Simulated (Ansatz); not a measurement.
Ru₂H₄⁺. Charge 1, multiplicity 2. Geometry PBE-D4/def2-TZVP; atoms count from 1.

```xyz
6

Ru   -0.5510    0.4036   -0.8449
Ru    0.5607   -0.3970    0.8414
H     0.8962    1.0642    1.2794
H     0.6309   -0.0072   -1.7804
H    -0.9071   -1.0569   -1.2702
H    -0.6297   -0.0066    1.7747
```

In the def2 sets Ru takes a core potential; there is no spin–orbit coupling. The charge 1 doublet is spin-contaminated (final ⟨S²⟩ up to 1.12, 0.75 for a pure state). At PBE0-D4/def2-TZVP a quartet of charge 1 lies 0.08 eV below the doublet, each at its own geometry. The structure comes from a short search, and lower isomers may exist.

Problem. Estimate the Mulliken populations from the PBE0/def2-TZVP orbitals of Ansatz.

Solution. 
```json
{"atom": "Ru1", "charge (e)": "0.22", "spin (α − β)": "0.52", "d electrons": "6.89"}
{"atom": "Ru2", "charge (e)": "0.22", "spin (α − β)": "0.56", "d electrons": "6.89"}
{"atom": "H3", "charge (e)": "0.14", "spin (α − β)": "-0.03", "d electrons": "–"}
{"atom": "H4", "charge (e)": "0.14", "spin (α − β)": "-0.02", "d electrons": "–"}
{"atom": "H5", "charge (e)": "0.14", "spin (α − β)": "-0.02", "d electrons": "–"}
{"atom": "H6", "charge (e)": "0.14", "spin (α − β)": "-0.02", "d electrons": "–"}
```
Mulliken values depend strongly on the basis.

Problem. Where does the spin sit?

Solution. Summed by element: Ru 1.09, H -0.09, of 1 unpaired in all. Largest on single atoms: Ru2 0.56, Ru1 0.52, H3 -0.03.

Problem. And the Mayer bond orders between heavy atoms (over 0.3)?

Solution. Ru1–Ru2 2.42 (2.17 Å).
